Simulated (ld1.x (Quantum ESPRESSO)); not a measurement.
Values are calculated unless marked as measured or tabulated.
## Potentials for silicon (Si) compared

Generated with ld1.x 7.5 (TM, RRKJ, ultrasoft, PAW), atompaw 4.2 or ONCVPSP 4.0.1. The cutoff is in Ry: for ld1.x and atompaw files where the sum of valence levels is converged to 10 mRy in a Bessel basis, for ONCV files where the hardest occupied wave has 1 mHa per electron of residual kinetic energy. The error is the largest all-electron minus pseudo excitation energy over each file’s own four to seven test configurations (ionisations up to +4, promotions, holes and added fractions of an electron), all of which were solved. The labels leave out finer settings (local radius, basis sizes, second energies), which also bear on the numbers. Spin-polarised tests are not counted. The rows are a selection from randomly drawn settings: files with unsolved tests, undetermined cutoffs or missed reference levels are left out.

| potential | cutoff (Ry) | largest error (meV) | bound ghosts |
| --- | --- | --- | --- |
| TM, LDA (PZ), scalar-relativistic, rc 1.85/2.10 (sp), local smoothed, core correction yes, reference 3s2 3p2 | 15 | +72 | none |
| RRKJ, LDA (PZ), scalar-relativistic, rc 1.55/2.20/1.85 (spd), local s, core correction yes, reference 3s2 3p1 | 21 | +79 | none |
| TM, LDA (PZ), scalar-relativistic, rc 1.65/1.60 (sp), local s, core correction yes, reference 3s2 3p0.5 | 18 | +13 | none |
| ultrasoft, PBEsol, scalar-relativistic, rc 1.80/1.85/1.55 (spd), local smoothed, core correction yes, reference 3s2 3p1.5 | 8 | -2.5 | none |
| RRKJ, PBE, scalar-relativistic, rc 1.75/1.40 (sp), local s, core correction no, reference 3s2 3p2 | 45 | +64 | none |
| TM, PBE, non-relativistic, rc 1.85/1.95 (sp), local p, core correction no, reference 3s2 3p2 | 15 | +72 | none |
| RRKJ, PBE, scalar-relativistic, rc 1.70/2.20 (sp), local smoothed, core correction yes, reference 3s2 3p1 | 30 | +51 | none |

Question: Fill in the row for Si: RRKJ, BLYP, non-relativistic, rc 1.90/1.65/1.70 (spd), local s, core correction yes, reference 3s2 3p2.

Answer: cutoff 15 Ry, largest error +174 meV, bound ghosts: none.
